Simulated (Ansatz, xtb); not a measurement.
Species: SnF, charge 1, multiplicity 1. 
Structure (B3LYP-D3(BJ)/def2-TZVP (Ansatz, an electronic-structure program) minimum search):
```xyz
2

Sn     0.0000     0.0000    -0.2879
F      0.0000     0.0000     1.5994
```
Charge +1, spin multiplicity 1.

Harmonic wavenumbers from GFN2-xTB (xtb, at its own minimum), cm⁻¹: 426.

### Question
Give the harmonic wavenumbers at B3LYP-D3(BJ)/def2-TZVP (Ansatz, finite differences of forces, unscaled).

### Answer
676 cm⁻¹. Zero-point energy 1.0 kcal/mol.

### Question
From these and the geometry, give the ideal-gas thermochemistry at 298.15 K and 1 atm (rigid rotor, harmonic oscillator).

### Answer
Point group C∞v, rotational symmetry number 1. Rotational constants 8.664, 8.664 GHz. S(trans) 40.67, S(rot) 15.05, S(vib) 0.34, S(elec, spin only) 0.00, S 56.1 cal/(mol K). H(298) - H(0) 2.15 kcal/mol; G - E(el) -13.6 kcal/mol.
